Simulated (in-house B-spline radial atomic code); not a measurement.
Successive ionisation energies of bismuth; each step leads to the configuration of the next row (after the last: bare). Dirac energy differences include first-order Breit, QED and recoil terms. NIST's values go from ground level to ground level; the uncertainty of those that are theory runs from under 0.1 % in few-electron ions to several per cent in heavy many-electron ones. Computed with a radial B-spline atomic code at the basis-set limit: Dirac-Hartree-Fock, average of the configuration, finite nuclei.

```json
{"ion": "Bi76+", "configuration": "[He] 2s2 2p3", "ionisation energy (eV)": "22141.8", "tabulated value (eV)": "21300", "computed minus tabulated (eV)": "842", "highest orbital": "2p3/2", "largest mean radius (bohr)": "0.063981"}
{"ion": "Bi77+", "configuration": "[He] 2s2 2p2", "ionisation energy (eV)": "22556.8", "tabulated value (eV)": "24150", "computed minus tabulated (eV)": "-1593", "highest orbital": "2p3/2", "largest mean radius (bohr)": "0.063729"}
{"ion": "Bi78+", "configuration": "[He] 2s2 2p1", "ionisation energy (eV)": "?", "tabulated value (eV)": "?", "computed minus tabulated (eV)": "?", "highest orbital": "?", "largest mean radius (bohr)": "?"}
{"ion": "Bi79+", "configuration": "[He] 2s2", "ionisation energy (eV)": "25260.4", "tabulated value (eV)": "25260", "computed minus tabulated (eV)": "0", "highest orbital": "2s1/2", "largest mean radius (bohr)": "0.063229"}
{"ion": "Bi80+", "configuration": "[He] 2s1", "ionisation energy (eV)": "?", "tabulated value (eV)": "?", "computed minus tabulated (eV)": "?", "highest orbital": "?", "largest mean radius (bohr)": "?"}
{"ion": "Bi81+", "configuration": "1s2", "ionisation energy (eV)": "102245.4", "tabulated value (eV)": "102251.8", "computed minus tabulated (eV)": "-6", "highest orbital": "1s1/2", "largest mean radius (bohr)": "0.015711"}
{"ion": "Bi82+", "configuration": "1s1", "ionisation energy (eV)": "104132.5", "tabulated value (eV)": "104133.4", "computed minus tabulated (eV)": "-1", "highest orbital": "1s1/2", "largest mean radius (bohr)": "0.015624"}
```

(1) Fill in the row of Bi78+.

(2) Fill in the row of Bi80+.

(3) Where is the largest jump?

Where a p, d or f electron is removed, the computed value is a mean over both j, so it misses the tabulated one by a part of the spin-orbit splitting; averaging over terms and missing correlation add to the gap, relatively most at low charge.

## Answers

(1) ionisation energy (eV): 22975.3; tabulated value (eV): 24640; computed minus tabulated (eV): -1665; highest orbital: 2p3/2; largest mean radius (bohr): 0.063478.

(2) ionisation energy (eV): 25656.2; tabulated value (eV): 25656.9; computed minus tabulated (eV): -1; highest orbital: 2s1/2; largest mean radius (bohr): 0.062977.

(3) From Bi80+ to Bi81+, by a factor of 3.99 (25656 to 102250 eV); the highest orbital goes from 2s1/2 to 1s1/2.
